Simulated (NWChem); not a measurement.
# BHF, doublet; SMILES [BH]F

```xyz
3

B      0.1405     0.7170     0.0000
F      0.0278    -0.5789     0.0000
H     -0.8360     1.4251     0.0000
```
Atoms are numbered in this order, from 1.

Level: PBE0-D3(BJ)/def2-TZVP, spin-unrestricted (NWChem), optimised geometry, unscaled harmonic frequencies. In the optimisation the excess spin sits in a' (Cs, its own frame).

```json
[
 {"frequency (cm⁻¹)": "990", "IR intensity (km/mol)": "42.9"},
 {"frequency (cm⁻¹)": "1340", "IR intensity (km/mol)": "168.8"},
 {"frequency (cm⁻¹)": "2531", "IR intensity (km/mol)": "95.0"}
]
```

```
Quantity                                                                                              Value
-----------------------------------------------------------------------------------------  ----------------
zero-point energy                                                                              6.9 kcal/mol
thermal correction to the enthalpy at 298.15 K (with zero-point energy)                        9.3 kcal/mol
heat capacity Cv                                                                            6.5 cal/(mol K)
entropy at 298.15 K and 1 atm (symmetry number 1, electronic part: spin degeneracy alone)  54.5 cal/(mol K)
dipole moment                                                                                        0.60 D
```

Rigid rotor and harmonic oscillator.
